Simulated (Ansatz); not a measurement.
```yaml
crystal:
  periodic: [false, false, false]
  atoms:
    - {symbol: P, position_ang: [-1.387952, 0.579299, -1.484821]}
    - {symbol: P, position_ang: [0.666844, -1.812204, 0.735351]}
    - {symbol: As, position_ang: [0.077103, 2.220965, 1.226463]}
    - {symbol: As, position_ang: [2.124935, -0.398386, -0.409729]}
    - {symbol: As, position_ang: [0.623405, 1.559649, -1.124463]}
    - {symbol: As, position_ang: [1.141450, -2.319589, -1.495135]}
    - {symbol: As, position_ang: [-1.484654, -0.752621, 0.437332]}
    - {symbol: As, position_ang: [-1.761121, 0.922887, 2.115001]}
basis:
  gaussian: {orbitals: def2-TZVP, initial_orbitals: start.molden}
magnetization: {spin_polarized: true, initial_magnetization: 4}
hamiltonian: {xc: pbe0, dispersion: d4}
scf: {omitted_lower_state_checks: [starts]}
output: {orbitals: {seedname: orbitals}}
```

The file start.molden holds the orbitals of an earlier run on this structure, at another level or in another basis.

```sh
$ ansatz run in.yaml --threads 4 --pin off --events-out ev --progress --plain --max-ram 6963MiB
```

Problem. Does this run fit into the memory that it is given?

Solution. No. It has 362 basis functions, and Ansatz plans for 8 GiB where 7 GiB are given.
